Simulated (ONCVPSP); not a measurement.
**Before and after: ONCV potential for Sb (Z = 51)**

| Property | Result |
| --- | --- |
| Element | Sb |
| Generator | ONCVPSP 4.0.1 |
| Type | optimised norm-conserving Vanderbilt (ONCV) |
| Functional | PBEsol |
| Relativity | scalar-relativistic |
| Frozen core | [Ar] 3d10 |
| Valence charge | 23 |
| Reference configuration | 4s2 4p6 4d10 5s2 5p3 |
| Partial waves | 4s+5s: rc 1.35 bohr, ncon 3, nbas 6, qcut 9.9 1/bohr, 2 projectors; 4p+5p: rc 1.45 bohr, ncon 4, nbas 9, qcut 11.3 1/bohr, 2 projectors; 4d: rc 1.40 bohr, ncon 4, nbas 8, qcut 10.5 1/bohr, 2 projectors, debl 1.4 Ha |
| Local potential | polynomial inside 0.95 bohr (lpopt 1, dvloc0 1 Ha) |
| Core correction | Teter function, fcfact 3.5, rcfact 1.55 |

Change: p: qcut 14.

Cutoffs: the cutoffs (Ha) at which the residual kinetic energy of the hardest occupied pseudo-wave falls to 1 and 0.1 mHa per electron; they do not see the model core or the augmentation charge, which bear on the density cutoff. Errors are all-electron minus pseudo energies relative to the spin-unpolarised reference configuration.

Task: How do hardness, ghosts and transferability respond?

Result: The potential gets harder (42 Ha and 48 Ha → 53 Ha and 64 Ha); the errors of the 4 common tests hardly move; neither file shows a bound ghost. The waves are optimised to have the least kinetic energy above qcut, so the cutoff follows it (qcut²/2 in Ha).

```csv
quantity,base,changed
"cutoff, loose",42 Ha,53 Ha
"cutoff, tight",48 Ha,64 Ha
loose cutoff by channel,"s 35 Ha, p 25 Ha, d 42 Ha","s 35 Ha, p 53 Ha, d 42 Ha"
bound ghosts,none,none
GHOST(+) flags under 300 eV,none,none
"error for 4s2 4p6 4d10 5s2 5p2, meV [ΔE 8.34 eV]",-1.7,-1.7
"error for 4s2 4p6 4d10 5s2 5p1, meV [ΔE 24.36 eV]",-5.5,-5.3
"error for 4s2 4p6 4d10 5s2 5p0, meV [ΔE 48.80 eV]",-12,-11
"error for 4s2 4p6 4d10 5s2 5p2.5, meV [ΔE 3.27 eV]",-0.7,-0.7
s: phases at 1.37 bohr within 0.05 rad from the reference energy up to (Ha; the scan ends near 5),to the end of the scan,to the end of the scan
p: phases at 1.47 bohr within 0.05 rad from the reference energy up to (Ha; the scan ends near 5),to the end of the scan,to the end of the scan
d: phases at 1.42 bohr within 0.05 rad from the reference energy up to (Ha; the scan ends near 5),to the end of the scan,to the end of the scan
"rms error of d²Exc/dni dnj with the model core, mHa",1.48,1.45
```
